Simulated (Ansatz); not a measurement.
Two isomers of C2H5NSi: A = `CC1=N[SiH2]1`, B = `C[SiH]1C=N1`.

Gas-phase electronic energies from Ansatz, PBE0-D4/def2-TZVP geometries. CBS: MP2 limit from def2 TZ/QZ plus the TZ coupled-cluster correction, frozen cores. DFT in def2-TZVPP. B3LYP here is the variant with VWN-RPA as its local correlation; programs differ in this.

Task: Which is lower in electronic energy at CCSD(T)/CBS, and by how much? (Estimate.)

Result: Ansatz gave: B, by 13.9 kJ/mol.

Task: Give E(B) − E(A) in kJ/mol with B2PLYP, B3LYP-D4, CCSD(T)/def2-SVP, PBE0-D4, ωB97M-V, r2SCAN-D4, MP2/def2-TZVPP. (Estimate.)

Result: Ansatz gave: B2PLYP -11.1, B3LYP-D4 -10.4, CCSD(T)/def2-SVP -0.6, PBE0-D4 -11.2, ωB97M-V -15.6, r2SCAN-D4 -12.0, MP2/def2-TZVPP -11.9. None reverses the order clearly.

Task: Does the order hold for the free energy at 298.15 K (harmonic terms from PBE0-D4)? (Best estimate.)

Result: The calculation gave: Yes: G(B) − G(A) = -12.8 kJ/mol.

Largest T1 diagnostic: 0.015.

Leaving LDA and LC-ωPBE aside and taking each functional with its dispersion term where it has one, the values, not all of them listed here, spread over 6.8 kJ/mol, from ωB97M-V to BLYP-D4. LDA lies +3.8 kJ/mol from PBE without D4. At CCSD(T), def2-SVP lies +13.3 kJ/mol from the extrapolated value and def2-TZVPP +1.0 kJ/mol.
